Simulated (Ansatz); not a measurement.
`[BH2][Al]([CH3])[SiH2]F`, charge 0, multiplicity 1.

(1) Give a relaxed structure at PBE0-D4/def2-TZVP (the Gaussian-basis code of Ansatz). (Estimate.)

Answers

(1) The calculation gave: 
Cartesian coordinates in Å:
```
B 0.903 -2.083 -0.700
Al 0.072 -0.181 -0.306
C -0.557 1.099 -1.653
Si -0.143 0.509 2.068
F 0.418 -0.642 3.056
H 2.083 -2.262 -0.835
H 0.239 -3.081 -0.766
H -1.626 1.295 -1.519
H -0.050 2.063 -1.536
H -0.404 0.760 -2.680
H 0.618 1.753 2.391
H -1.555 0.770 2.480
```
Point group Cs.
This is one stationary point; other conformers may exist.
